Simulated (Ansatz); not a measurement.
Born–Oppenheimer molecular dynamics of BClF₂ (4 atoms, charge 0, multiplicity 1). It goes on from the last frame of an earlier run, with new velocities.

Theory: Ansatz, RKS B3LYP-D4/6-31G*.

```json
{
 "ensemble": "NVE (Milne-controlled integrator)",
 "time step": "1 fs",
 "steps asked": "250",
 "starting velocities drawn for": "200 K",
 "seed": "512634"
}
```

First frame:

```xyz
4
Properties=species:S:1:pos:R:3
B 0.019 0.000 -0.015
F -0.001 0.000 1.303
Cl 1.563 0.000 -0.902
F -1.131 0.000 -0.649
```

Task: What does the run give?

Result: The run went to its last step.

* steps done: 250
* time covered: 250 fs
* mean temperature over the second half: 122 K
* spread of the potential energy over the second half: 3.0 meV per atom
* mean potential energy of the second half above the start: 5.1 meV per atom

The conserved energy stayed within 0.0066 meV per atom of its start (net change -0.0042 meV per atom), so the integration is sound. A run of 0.25 ps of so small a system gives no equilibrium averages.

Task: What happens to the structure?

Result: The same pairs are bonded in the first frame and the last. Pairs count as bonded within 1.25 times the sum of covalent radii (0.12 Å more for H–H). Another seed would give other details.

Task: How do temperature and energy run in time?

Result: 
```csv
time (fs),T (K),potential energy less start (eV),conserved less start (meV/atom)
0,200,0.000,0.00
20,122,0.020,0.00
40,9,0.049,0.00
60,137,0.016,0.00
80,163,0.009,0.00
100,150,0.013,-0.01
120,81,0.031,0.00
140,146,0.014,0.00
160,93,0.028,0.00
180,115,0.022,0.00
200,113,0.022,-0.01
220,158,0.011,0.00
240,87,0.029,-0.01
```

The run took 7.6 min on 1 thread of Arm Neoverse V1, with other jobs on the host, peak memory 0.1 GiB.
